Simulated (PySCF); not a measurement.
Isomers of CH7BSi. Gas-phase values, no solvent. One relaxed conformer stands for each flexible species; it need not be the lowest. Strings in code marks are SMILES.

The four lowest singlet excitations (Tamm–Dancoff). Computed with B3LYP-D3(BJ)/def2-TZVP run with PySCF. B3LYP has the VWN-RPA correlation part, as in Gaussian. Excitations are Tamm–Dancoff values on a coarser integration grid. The basis has no diffuse functions, so Rydberg states are missing or too high.

```
state  energy (eV)  wavelength (nm)  oscillator strength
-----  -----------  ---------------  -------------------
S1            4.45              279                0.005
S2            5.66              219                0.004
S3            6.48              191                0.003
S4            6.67              186                0.078
```

Q: Identify which member gives these states.
A) `BC[SiH3]` (H–B–C–Si torsion 88°)
B) `CB[SiH3]`
C) `B[SiH2]C` (H–B–Si–C torsion 94°)

A: B, `CB[SiH3]`
